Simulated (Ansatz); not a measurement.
`CB(S)Br` + H₂S → `SB(S)Br` + CH₄ at 700 K and 1 bar (ligand exchange at a B–C bond).

Program: Ansatz. Geometries: PBE0-D4/def2-TZVP. ΔE: electronic, gas phase. CBS: MP2 limit from def2 TZ/QZ plus the TZ coupled-cluster correction, frozen cores. This one scheme is used for every species. For Br outer-core shells are correlated without core-valence functions, which leaves a few kJ/mol of doubt a bond. Scalar relativity is left out up to krypton. Each species was taken in one conformer, which may not be the lowest.

```
  species  CCSD(T)/CBS energy (Eh)  H − E (kJ/mol)  S (J/(mol·K))
`CB(S)Br`              -3036.42757           197.2          423.2
      H₂S               -398.97279            64.8          236.9
`SB(S)Br`              -3394.96161           121.6          412.2
      CH₄                -40.46206           145.9          224.0
```

H − E and S are ideal-gas, rigid-rotor, harmonic terms from PBE0-D4/def2-TZVP, for one conformer and one mirror image of each species. 1 Eh = 2625.50 kJ/mol, R = 8.31446 J/(mol·K).

By hand: ΔE, ΔH, ΔS and ΔG.

ΔE = (-3394.96161) + (-40.46206) − (-3036.42757) − (-398.97279) = -0.02331 Eh = -61.2 kJ/mol. Δ(H − E) = 121.6 + 145.9 − 197.2 − 64.8 = 5.5, so ΔH = -55.7 kJ/mol. ΔS = 412.2 + 224.0 − 423.2 − 236.9 = -23.9 J/(mol·K). ΔG = -55.7 − 700 × (-23.9)/1000 = -39.0 kJ/mol.

By hand: the equilibrium constant, and the temperature at which ΔG would vanish if ΔH and ΔS stayed fixed.

log₁₀ K = −ΔG/(RT ln 10) = 2.9. ΔG = 0 at ΔH/ΔS = 2331 K.

ΔH outweighs TΔS. A doubt of 5 kJ/mol in ΔE shifts log₁₀ K by 0.4 here. Other conformers and mirror images would add mixing entropy, several J/(mol·K) or more a flexible species. These are equilibria of isolated gas molecules and say nothing of rates. Largest T1 diagnostic: 0.011 (customary marks: 0.02 for closed shells, 0.045 for open ones).
